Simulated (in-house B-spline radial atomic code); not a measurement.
A run on S (an excited or competing configuration) that did not converge. Method: non-relativistic wB97X, spin-polarised, spherical fractional occupations, point nucleus; computed with a B-spline radial code for spherical atoms.

Command:
```bash
python run_scf.py task.json out
```
Settings:
```
Z                16
configuration    [Ne] 3s1 3p4 4d1
hamiltonian      nr
method           wb97x
spin_polarised   True
```

First and last ten iterations of the last attempt (damped for 15 steps, keeping 80 % of the old Fock matrix, then DIIS):
```
 iter        energy (Eh)    residual
    1        -394.828608    2.49e-01
    2        -396.785231    9.87e-02
    3        -397.031482    6.90e-02
    4        -397.176062    4.83e-02
    5        -397.229432    3.38e-02
    6        -397.253523    2.36e-02
    7        -397.266391    1.73e-02
    8        -397.273270    1.32e-02
    9        -397.276677    1.03e-02
   10        -397.278109    8.25e-03
  111        -397.280646    4.77e-04
  112        -397.280670    5.61e-04
  113        -397.280669    5.64e-04
  114        -397.280670    4.63e-04
  115        -397.280670    4.43e-04
  116        -397.280668    4.20e-04
  117        -397.280637    7.31e-04
  118        -397.280672    6.08e-04
  119        -397.280677    5.76e-04
  120        -397.280675    5.27e-04
 not converged after 120 iterations
```

The smallest residual met was 3.8e-04; the threshold is about 2e-07. No energy from this run should be used. Time taken, with all properties: 6.6 s on 1 thread of Arm Neoverse V1, with other jobs on the host.
